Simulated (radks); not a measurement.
Ga3+, 28 electrons, occupied as [Ar] 3d10 (the NIST ground configuration). Calculated with a radial shooting solver on a logarithmic mesh with Libxc functionals: Dirac Kohn-Sham, exchange-only PBE, spin-unpolarised, spherical densities, finite nucleus; Fermi nuclear charge, rms radius 3.9973 fm.

Spin-orbit splittings of the eigenvalues, e(l+1/2) - e(l-1/2), with zeta = 2 splitting/(2l+1) and mean radii in bohr:

shell  occ.  splitting (eV)  zeta (eV)  <r> j=l-1/2  <r> j=l+1/2
2p        6           27.67      18.45       0.1883       0.1918
3p        6           3.629      2.419       0.6716       0.6823
3d       10          0.4701     0.1880       0.7876       0.7930
